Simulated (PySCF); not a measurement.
A species of formula C2H8GeO has this rotational fingerprint, computed with PBE0-D3(BJ)/def2-SVP geometry optimisation, gas phase in PySCF:

| Item | Value |
| --- | --- |
| Rotational constants | A = 24044, B = 1777, C = 1727 MHz |
| Dipole components | \|μa\| = 0.33 D, \|μb\| = 1.04 D, \|μc\| = 0.02 D |
| Inertial defect | -12.84 u·Å² |
| κ | -1.00 |

Question: Which candidate fits, each taken in the one conformer that was computed?
A. `[CH3:1][CH2:2][O:3][GeH3:4]` with C1–C2–O3–Ge4 178°
B. `[H][Ge]([H])([CH3])[O]C` (GeH2Me(OMe))
C. `[CH3:1][O:2][GeH2:3][CH3:4]` with C1–O2–Ge3–C4 -179°

Answer: A. It is CC[O][GeH3]. The candidates at the same level (rigid rotor, commonest isotopes):

```csv
SMILES,A (MHz),B (MHz),C (MHz),μa (D),μb (D),μc (D),Δ (u·Å²),point group,rotor
C[O][GeH2][CH3],12135,2790,2407,0.59,0.69,0.00,-12.87,Cs,near-prolate asymmetric top
[H][Ge]([H])([CH3])[O]C,12130,2788,2406,0.59,0.69,0.03,-12.87,near Cs,near-prolate asymmetric top
CC[O][GeH3],24044,1777,1727,0.33,1.04,0.02,-12.84,–,–
```

`[H][Ge]([H])([CH3])[O]C` has B 57 % too high; `C[O][GeH2][CH3]` has B 57 % too high. No structure here is proved a minimum.
